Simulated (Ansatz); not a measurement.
```xyz
16

B     1.789   -0.181   -0.565
N     0.507   -0.601   -0.181
C    -0.663   -0.210   -0.962
C    -1.213    1.144   -0.641
C    -0.714    2.010    0.226
Si    0.280   -1.628    1.199
Cl   -0.580   -0.640    2.782
H     1.917    0.458   -1.570
H     2.728   -0.483    0.112
H    -1.460   -0.954   -0.831
H    -0.401   -0.239   -2.026
H    -2.105    1.405   -1.207
H     0.168    1.788    0.815
H    -1.181    2.975    0.381
H     1.593   -2.136    1.636
H    -0.666   -2.707    0.832
```

Charge 0, multiplicity 1.

Problem. List the PBE0/def2-TZVPP orbital energies in eV (Ansatz). (Best estimate.)

Solution. The calculation gave: Occupied: -2767.31, -1803.85, -391.85, -279.56, -278.53, -278.09, -259.18, -197.45, -197.32, -197.32, -184.44, -146.06, -100.76, -100.71, -100.68, -25.54, -23.09, -21.95, -19.38, -15.99, -15.88, -14.28, -13.65, -12.99, -12.07, -11.66, -11.00, -10.79, -10.61, -10.27, -9.43, -9.13, -8.82, -8.51, -7.63. Lowest empty: -0.53, 0.20, 0.58, 0.62, 1.46, 1.72, 1.92, 2.32.
